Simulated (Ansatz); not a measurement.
C₃H₈FNSi, SMILES C=C[Si@H](F)NC.

Coordinates come from a ωB97X-D3(BJ)/def2-SVP optimisation. The structure was generated by enumeration; whether it is a known compound was not checked. Other conformers were not sampled.

Two levels are set side by side: PBE/def2-SVPD (Ansatz, a program for electronic structure) and ωB97X-V/def2-SVPD (Ansatz). Energy differences of separate SCF runs at the same geometry; the states with an electron removed or added have multiplicity 2 and 2. Differences are taken from unrounded values.

```
quantity                            PBE
---------------------------------  ----
vertical ionisation energy (eV)    9.03
vertical singlet–triplet gap (eV)  4.29
```

### Question
These are the PBE values. What does ωB97X-V give? (The exact figures need the calculation; the answer reports its results.)

### Answer

```tsv
quantity	ωB97X-V	PBE minus ωB97X-V
vertical ionisation energy (eV)	9.48	-0.46
vertical singlet–triplet gap (eV)	4.37	-0.08
```
